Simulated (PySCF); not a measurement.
Electron correlation in Ti¹¹⁺ (titanium, charge +11)

[Ne] 3s1, 2S determinant. All numbers are calculated (PySCF 2.14, scalar relativity by spin-free X2C-1e, in an even-tempered Gaussian basis (19 s from 0.59 bohr⁻², ratio 2.5; 12 p from 0.76 bohr⁻², ratio 2.5; 5 d from 3.3 bohr⁻², ratio 2.7; 4 f from 5 bohr⁻², ratio 2.7)). Frozen: 1s2; 9 electrons correlated; the 23 highest virtual orbitals of each spin left out.

```
  level  correlation energy (mhartree)
   CCSD                        -311.57
    (T)                          -0.66
CCSD(T)                        -312.23
```

Diagnostics: T1 = 0.00060, D1 = 0.0023, largest double amplitude 0.005.

Cost of the coupled-cluster step: about 50 core-seconds, for 9 correlated electrons.
